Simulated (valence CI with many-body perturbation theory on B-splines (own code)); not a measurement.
# E1 transitions of Gd⁵⁷⁺

Level of theory: configuration interaction combined with many-body perturbation theory (CI+MBPT): five valence electrons over a frozen Dirac-Fock core [He], radial functions for each j: 11 s, 11 p, 10 d, 8 f, 5 g, 2 h, with the one-electron correlation potential Σ1, the two-electron term Σ2, the three-electron term Σ3, Breit, model QED; selected CI, second order for the rest, scaled by the run's own slope (own B-spline code, finite nucleus).

The last digits are not significant, and no measured levels were compared; by estimate large intervals hold to a few tenths of a per cent, small ones and those within an open d or f shell to about a per cent. Among the levels kept, up to 7300 cm⁻¹ of a level comes from second order outside the variational space, and about a tenth of that is noise between levels of different J, which matters for small intervals.

Lines 1 to 50 of 586 in falling wavelength, among levels below 8984.6 eV, chosen from the strongest by gf and those to the six lowest levels. Wavelengths and rates use the calculated energies. Electric multipoles are in the length gauge, E1 and E2 with the static RPA response of the core. Weak lines are less certain than strong ones. Lines between different terms over intervals too small for the method are left out, as are lines whose strength nearly cancels. The highest levels of a list are the least certain.

Levels are named by their leading jj configuration (3d3/2^4 stands for four electrons in 3d with j = 3/2), which in mixed levels can hold well under half, so a name can repeat and another be missing. Letters in brackets count levels of one name in rising energy.

```
λ vac (nm)                               Upper                               Lower   A (s⁻¹)  log gf  Branch %
     18.11      (2s 2p1/2 2p3/2^2 3p1/2) J=7/2     (2s 2p1/2 2p3/2^2 3s) J=5/2 [b]  2.19e+09   -1.06       0.0
     14.28  (2s 2p1/2 2p3/2^2 3p1/2) J=3/2 [a]     (2s 2p1/2 2p3/2^2 3s) J=5/2 [a]  7.13e+09   -1.06       0.0
     13.55      (2s 2p1/2 2p3/2^2 3p1/2) J=7/2         (2s 2p1/2 2p3/2^2 3s) J=7/2  4.63e+09   -0.99       0.0
     13.36          (2s^2 2p3/2^2 3p1/2) J=5/2             (2s^2 2p3/2^2 3s) J=3/2  5.67e+09   -1.04       0.3
     13.05  (2s 2p1/2^2 2p3/2 3p1/2) J=3/2 [a]         (2s 2p1/2^2 2p3/2 3s) J=5/2  8.76e+09   -1.05       0.0
     12.93      (2s 2p1/2^2 2p3/2 3p1/2) J=5/2         (2s 2p1/2^2 2p3/2 3s) J=5/2  6.01e+09   -1.04       0.0
     12.64  (2s 2p1/2 2p3/2^2 3p1/2) J=5/2 [a]     (2s 2p1/2 2p3/2^2 3s) J=5/2 [a]  6.04e+09   -1.06       0.0
     12.58          (2s^2 2p3/2^2 3p1/2) J=3/2             (2s^2 2p3/2^2 3s) J=5/2  1.03e+10   -1.01       0.4
     12.21          (2s^2 2p3/2^2 3p1/2) J=5/2             (2s^2 2p3/2^2 3s) J=5/2  6.71e+09   -1.05       0.3
     10.68  (2s^2 2p1/2 2p3/2 3p1/2) J=3/2 [b]         (2s^2 2p1/2 2p3/2 3s) J=5/2  1.40e+10   -1.02       0.5
     10.29  (2s 2p1/2 2p3/2^2 3p1/2) J=5/2 [b]         (2s 2p1/2 2p3/2^2 3s) J=7/2  1.65e+10   -0.80       0.0
     9.708      (2s^2 2p3/2^2 3d5/2) J=5/2 [a]      (2s^2 2p3/2^2 3p3/2) J=3/2 [a]  1.11e+10   -1.03       0.0
     9.421  (2s 2p1/2 2p3/2^2 3d5/2) J=7/2 [c]  (2s 2p1/2 2p3/2^2 3p3/2) J=5/2 [d]  1.59e+10   -0.77       0.0
     9.263  (2s 2p1/2 2p3/2^2 3d5/2) J=5/2 [f]  (2s 2p1/2 2p3/2^2 3p3/2) J=3/2 [f]  1.79e+10   -0.86       0.0
     9.248  (2s 2p1/2^2 2p3/2 3d5/2) J=5/2 [a]  (2s 2p1/2^2 2p3/2 3p3/2) J=5/2 [a]  1.07e+10   -1.09       0.0
     9.099  (2s 2p1/2 2p3/2^2 3d5/2) J=7/2 [e]  (2s 2p1/2 2p3/2^2 3p3/2) J=5/2 [f]  2.44e+10   -0.62       0.0
     9.084      (2s 2p1/2^2 2p3/2 3d5/2) J=9/2      (2s 2p1/2^2 2p3/2 3p3/2) J=7/2  3.26e+10   -0.39      45.6
     9.056  (2s^2 2p1/2 2p3/2 3d5/2) J=7/2 [a]  (2s^2 2p1/2 2p3/2 3p3/2) J=5/2 [a]  2.46e+10   -0.62       0.1
     9.009     (2s 2p1/2 2p3/2^2 3d5/2) J=11/2      (2s 2p1/2 2p3/2^2 3p3/2) J=9/2  3.30e+10   -0.32       5.1
     8.965          (2s^2 2p3/2^2 3d5/2) J=9/2          (2s^2 2p3/2^2 3p3/2) J=7/2  2.67e+10   -0.49      35.2
     8.958      (2s^2 2p3/2^2 3d5/2) J=5/2 [b]      (2s^2 2p3/2^2 3p3/2) J=3/2 [b]  2.48e+10   -0.75       0.0
     8.945  (2s 2p1/2^2 2p3/2 3d5/2) J=3/2 [b]  (2s 2p1/2^2 2p3/2 3p3/2) J=1/2 [b]  2.31e+10   -0.96       0.0
     8.925  (2s 2p1/2 2p3/2^2 3d5/2) J=9/2 [a]  (2s 2p1/2 2p3/2^2 3p3/2) J=7/2 [a]  2.76e+10   -0.48       1.8
     8.894  (2s 2p1/2 2p3/2^2 3d5/2) J=9/2 [b]  (2s 2p1/2 2p3/2^2 3p3/2) J=7/2 [b]  2.64e+10   -0.51       1.2
     8.891  (2s 2p1/2 2p3/2^2 3d5/2) J=5/2 [d]  (2s 2p1/2 2p3/2^2 3p3/2) J=3/2 [d]  2.10e+10   -0.83       0.0
     8.811  (2s 2p1/2 2p3/2^2 3d5/2) J=7/2 [a]  (2s 2p1/2 2p3/2^2 3p3/2) J=5/2 [a]  2.63e+10   -0.61       0.1
     8.790  (2s 2p1/2 2p3/2^2 3d5/2) J=7/2 [d]  (2s 2p1/2 2p3/2^2 3p3/2) J=5/2 [e]  2.56e+10   -0.62       0.1
     8.779  (2s^2 2p1/2 2p3/2 3d5/2) J=7/2 [b]  (2s^2 2p1/2 2p3/2 3p3/2) J=5/2 [b]  2.64e+10   -0.61       0.0
     8.772  (2s 2p1/2^2 2p3/2 3d5/2) J=5/2 [b]  (2s 2p1/2^2 2p3/2 3p3/2) J=3/2 [b]  2.96e+10   -0.69       0.0
     8.746  (2s 2p1/2^2 2p3/2 3d5/2) J=7/2 [a]  (2s 2p1/2^2 2p3/2 3p3/2) J=5/2 [a]  2.98e+10   -0.56       0.0
     8.727          (2s^2 2p3/2^2 3d5/2) J=7/2          (2s^2 2p3/2^2 3p3/2) J=5/2  2.06e+10   -0.73       1.0
     8.705  (2s 2p1/2^2 2p3/2 3d5/2) J=7/2 [b]  (2s 2p1/2^2 2p3/2 3p3/2) J=5/2 [b]  3.57e+10   -0.49       0.0
     8.677      (2s^2 2p1/2 2p3/2 3d5/2) J=9/2      (2s^2 2p1/2 2p3/2 3p3/2) J=7/2  3.46e+10   -0.41      56.2
     8.621  (2s 2p1/2 2p3/2^2 3d5/2) J=9/2 [c]  (2s 2p1/2 2p3/2^2 3p3/2) J=7/2 [c]  3.64e+10   -0.39       0.5
     8.592          (2s^2 2p1/2^2 3d5/2) J=5/2          (2s^2 2p1/2^2 3p3/2) J=3/2  3.59e+10   -0.62       0.0
     8.559  (2s 2p1/2 2p3/2^2 3d5/2) J=5/2 [e]  (2s 2p1/2 2p3/2^2 3p3/2) J=3/2 [e]  2.41e+10   -0.80       0.0
     8.515  (2s 2p1/2 2p3/2^2 3d5/2) J=5/2 [c]  (2s 2p1/2 2p3/2^2 3p3/2) J=3/2 [c]  2.80e+10   -0.74       0.0
     8.308  (2s 2p1/2^2 2p3/2 3d5/2) J=5/2 [a]  (2s 2p1/2^2 2p3/2 3p3/2) J=3/2 [a]  2.40e+10   -0.83       0.0
     8.267  (2s^2 2p1/2 2p3/2 3d5/2) J=5/2 [a]  (2s^2 2p1/2 2p3/2 3p3/2) J=3/2 [a]  2.59e+10   -0.80       0.0
     7.524  (2s 2p1/2 2p3/2^2 3d5/2) J=7/2 [c]  (2s 2p1/2 2p3/2^2 3p3/2) J=5/2 [c]  1.68e+10   -0.94       0.0
     5.488      (2s 2p1/2 2p3/2^2 3p3/2) J=9/2          (2s^2 2p3/2^2 3p3/2) J=7/2  5.16e+10   -0.63       2.9
     5.342  (2s 2p1/2 2p3/2^2 3p3/2) J=7/2 [b]          (2s^2 2p3/2^2 3p3/2) J=5/2  3.33e+10   -0.94       0.0
     5.141      (2s 2p1/2^2 2p3/2 3p3/2) J=7/2  (2s^2 2p1/2 2p3/2 3p3/2) J=5/2 [a]  7.00e+10   -0.65       1.6
     5.083       (2p1/2^2 2p3/2^2 3d3/2) J=7/2  (2s 2p1/2 2p3/2^2 3d3/2) J=5/2 [e]  3.59e+10   -0.95       0.3
     5.019  (2s 2p1/2^2 2p3/2 3p3/2) J=5/2 [a]     (2s 2p1/2^2 2p3/2 3s) J=3/2 [b]  4.84e+10   -0.96       0.0
     4.853          (2s 2p1/2^2 2p3/2^2) J=5/2          (2s^2 2p1/2 2p3/2^2) J=5/2  1.36e+10   -1.54       1.7
     4.831  (2s 2p1/2 2p3/2^2 3p3/2) J=5/2 [f]      (2s^2 2p3/2^2 3p3/2) J=3/2 [b]  4.56e+10   -1.02       0.1
     4.745       (2p1/2^2 2p3/2^2 3p3/2) J=7/2  (2s 2p1/2 2p3/2^2 3p3/2) J=5/2 [d]  1.62e+11   -0.36       0.1
     4.717       (2p1/2^2 2p3/2^2 3p3/2) J=5/2  (2s 2p1/2 2p3/2^2 3p3/2) J=3/2 [d]  4.79e+10   -1.02       0.0
     4.638  (2s 2p1/2 2p3/2^2 3p3/2) J=5/2 [e]      (2s^2 2p3/2^2 3p3/2) J=3/2 [a]  4.96e+10   -1.02       0.1
```

Problem. How does gf follow from A for the line at 8.308 nm?

Solution. gf = 1.4992 × (2J+1)_upper × A / σ², with σ = 1203612 cm⁻¹ and 2J+1 = 6: gf = 0.149.
